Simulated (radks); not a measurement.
Task: These are the eigenvalues of the occupied orbitals of an atom or ion with whole-number occupations (hartree). All-electron calculation, scalar-relativistic Kohn-Sham, BLYP, spin-polarised, spherical densities, finite nucleus; Fermi nuclear charge, rms radius of each element as measured or else 0.836 A^(1/3) + 0.57 fm. Program: a radial shooting solver on a logarithmic mesh with Libxc functionals.

| orbital | eigenvalue |
|---|---|
| 1s up | -1570.502 |
| 1s down | -1570.455 |
| 2s up | -280.3737 |
| 2s down | -280.3478 |
| 2p up | -254.5087 |
| 2p down | -254.4676 |
| 3s up | -84.71687 |
| 3s down | -84.66853 |
| 3p up | -76.50761 |
| 3p down | -76.45308 |
| 3d up | -65.19118 |
| 3d down | -65.13958 |
| 4s up | -38.07720 |
| 4s down | -37.79204 |
| 4p up | -35.04813 |

Which element is it, and in what charge state? The configuration may be excited. Open shells, if any, are filled with parallel spins first.

Result: Z = 59, praseodymium, charge +27: Pr27+ in [Ar] 3d10 4s2 4p2. The list shows which subshells hold electrons but not how many an open one holds; the 1s level, -1570.5 hartree, gives Z - s = 56.0 by -(Z - s)^2/2, which with screening and relativity narrows Z to a few neighbours, and the depths of the outer levels then fix element, charge and occupations together.
